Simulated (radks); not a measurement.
Q: The mean radii <r> (bohr) of the occupied orbitals of an atom or ion are listed with their occupations. All-electron calculation, Dirac Kohn-Sham, LDA (Slater exchange, Perdew-Wang correlation), spin-unpolarised, spherical densities, finite nucleus; Fermi nuclear charge, rms radius of each element as measured or else 0.836 A^(1/3) + 0.57 fm. Program: a radial shooting solver on a logarithmic mesh with Libxc functionals.

orbital      occ.      <r>
1s1/2           2  0.04555
2s1/2           2   0.2001
2p1/2           2   0.1721
2p3/2           4   0.1756
3s1/2           2   0.5031
3p1/2    0.333333   0.4876
3p3/2    0.666667   0.4931

Name the element and its charge. Open shells, if any, are shared by 2j + 1.

A: Z = 33, arsenic, charge +20: As20+ in [Ne] 3s2 3p1. The 1s radius gives Z: for a bare nucleus <r> = (2 gamma + 1)/(2Z) with gamma = sqrt(1 - (Z/c)^2), 0.04456 bohr for Z = 33, and screening makes it slightly larger (0.04555 here). The occupations add up to 13, and the charge is Z minus that.
